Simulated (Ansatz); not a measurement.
Born–Oppenheimer molecular dynamics of Cl2FGeH (5 atoms, charge 0, multiplicity 1). It starts from a relaxed structure.

Level of theory: RKS B3LYP-D4/def2-SVP in Ansatz.

```
ensemble             : NVT, Langevin thermostat
time step            : 0.25 fs
steps asked          : 300
set temperature      : 1000 K
friction             : 0.02 /fs
temperature schedule : 75 steps to 1000 K, then 225 steps to 250 K
seed                 : 973330
```

Frames 5 fs apart, positions in Å.

Velocities at 2.5 fs (Å/ps):

```
Ge -0.73 1.83 -0.83
H 53.60 4.60 -25.63
Cl -0.17 0.07 -4.20
Cl -5.17 -5.20 -0.53
F 9.02 2.64 10.18
```

```xyz
5
Properties=species:S:1:pos:R:3 time_fs=2.5 energy_less_start_eV=0.074 T=810
Ge 0.023 0.047 0.029
H 0.126 0.007 1.484
Cl 2.028 0.003 -0.754
Cl -1.022 1.743 -0.744
F -0.759 -1.348 -0.559
5
Properties=species:S:1:pos:R:3 time_fs=7.5 energy_less_start_eV=0.176 T=756
Ge 0.016 0.061 0.024
H 0.330 0.032 1.539
Cl 2.026 0.010 -0.779
Cl -1.054 1.704 -0.740
F -0.728 -1.329 -0.517
5
Properties=species:S:1:pos:R:3 time_fs=12.5 energy_less_start_eV=0.234 T=519
Ge 0.013 0.079 0.021
H 0.331 0.121 1.613
Cl 2.014 0.021 -0.801
Cl -1.079 1.667 -0.734
F -0.725 -1.345 -0.476
5
Properties=species:S:1:pos:R:3 time_fs=17.5 energy_less_start_eV=0.083 T=870
Ge 0.017 0.099 0.027
H 0.164 0.144 1.522
Cl 1.997 0.030 -0.819
Cl -1.117 1.649 -0.738
F -0.739 -1.364 -0.428
5
Properties=species:S:1:pos:R:3 time_fs=22.5 energy_less_start_eV=0.102 T=792
Ge 0.026 0.111 0.032
H -0.125 0.182 1.536
Cl 1.975 0.041 -0.842
Cl -1.165 1.643 -0.738
F -0.775 -1.378 -0.399
5
Properties=species:S:1:pos:R:3 time_fs=27.5 energy_less_start_eV=0.291 T=363
Ge 0.034 0.119 0.043
H -0.321 0.213 1.626
Cl 1.966 0.046 -0.853
Cl -1.209 1.637 -0.738
F -0.804 -1.375 -0.397
5
Properties=species:S:1:pos:R:3 time_fs=32.5 energy_less_start_eV=0.250 T=487
Ge 0.036 0.116 0.063
H -0.308 0.268 1.544
Cl 1.961 0.059 -0.864
Cl -1.254 1.637 -0.746
F -0.822 -1.373 -0.401
5
Properties=species:S:1:pos:R:3 time_fs=37.5 energy_less_start_eV=0.164 T=534
Ge 0.038 0.107 0.078
H -0.107 0.254 1.545
Cl 1.967 0.073 -0.872
Cl -1.279 1.632 -0.755
F -0.850 -1.358 -0.392
5
Properties=species:S:1:pos:R:3 time_fs=42.5 energy_less_start_eV=0.157 T=630
Ge 0.031 0.106 0.084
H 0.157 0.249 1.690
Cl 1.977 0.092 -0.871
Cl -1.297 1.625 -0.753
F -0.889 -1.337 -0.376
5
Properties=species:S:1:pos:R:3 time_fs=47.5 energy_less_start_eV=0.159 T=628
Ge 0.022 0.108 0.094
H 0.400 0.203 1.580
Cl 1.996 0.114 -0.869
Cl -1.309 1.615 -0.755
F -0.911 -1.299 -0.350
5
Properties=species:S:1:pos:R:3 time_fs=52.5 energy_less_start_eV=0.320 T=409
Ge 0.013 0.117 0.102
H 0.556 0.152 1.486
Cl 2.012 0.133 -0.866
Cl -1.329 1.602 -0.751
F -0.934 -1.268 -0.318
5
Properties=species:S:1:pos:R:3 time_fs=57.5 energy_less_start_eV=0.372 T=363
Ge 0.008 0.129 0.102
H 0.579 0.117 1.602
Cl 2.023 0.154 -0.853
Cl -1.345 1.584 -0.745
F -0.963 -1.253 -0.291
```

Of the whole run (75 fs, mean temperature of the second half 454 K): The schedule's set-point averaged 500 K over the second half and the system 454 K. A run of 0.075 ps of so small a system gives no equilibrium averages.

The run took 16 min on 1 thread of Arm Neoverse V2 (shared host), peak memory 0.18 GiB.
